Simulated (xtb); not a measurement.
C4H6Ge, SMILES [GeH3][C](=C)C#C. All values are semi-empirical tight-binding results from xtb (GFN2-xTB unless named), good for trends rather than for accurate numbers. Coordinates come from a GFN2-xTB optimisation. This is a generated structure with no PubChem entry under its InChIKey; it may be hypothetical.

Optimised geometry:

```xyz
11

C     -2.1788     1.8071     0.4852
C     -1.5711     0.7912     0.2772
C     -0.7971    -0.3620     0.0297
C     -1.3550    -1.5672    -0.0853
Ge     1.1364    -0.0790    -0.1289
H     -2.7410     2.6740     0.6693
H     -2.4198    -1.7194     0.0062
H     -0.7526    -2.4417    -0.2760
H      1.4443     0.9057    -1.2110
H      1.7056     0.4715     1.1400
H      1.8102    -1.3769    -0.4427
```
Charge 0, spin multiplicity 1.

For metal compounds this method's bond lengths and energies can be far off.

Computed properties:
The orbital gap is 4.03 eV and the zero-point energy is 44.9 kcal/mol. The G − E(el) at 298.15 K (modified RRHO) is 24.9 kcal/mol.

Computed atomic charges and the Wiberg bond orders between heavy atoms:
charges (e) C1 -0.10, C2 -0.02, C3 0.00, C4 -0.07, Ge5 0.10, H6 0.08, H7 0.04, H8 0.04, H9 -0.02, H10 -0.02, H11 -0.02. Bond orders C1–C2 2.80, C2–C3 1.13, C3–C4 1.84, C3–Ge5 0.86.
